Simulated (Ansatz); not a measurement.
```xyz
14

C    -1.449   -1.183    0.769
N    -0.769   -0.663   -0.400
C     0.549   -0.179   -0.124
C     0.611    1.247    0.461
Si    1.304    1.097   -1.245
H    -2.435   -1.560    0.486
H    -1.596   -0.377    1.493
H    -0.899   -1.991    1.278
H    -0.747   -1.355   -1.136
H     1.236   -0.875    0.375
H     1.264    1.404    1.313
H    -0.356    1.731    0.558
H     0.517    1.599   -2.389
H     2.770    1.106   -1.438
```

Charge 0, multiplicity 1.

Q: List the PBE0/def2-TZVPP orbital energies in eV (the Gaussian-basis code of Ansatz). (An estimate is asked.)

A: Computed: Occupied: -1802.21, -391.07, -278.77, -278.45, -277.91, -144.60, -99.26, -99.25, -99.25, -25.41, -21.33, -18.67, -16.00, -14.62, -13.78, -12.60, -12.32, -11.31, -10.87, -10.28, -9.70, -8.33, -7.10, -6.28. Lowest empty: 0.26, 1.18, 1.34, 1.74, 1.97, 2.31, 2.75, 2.91.
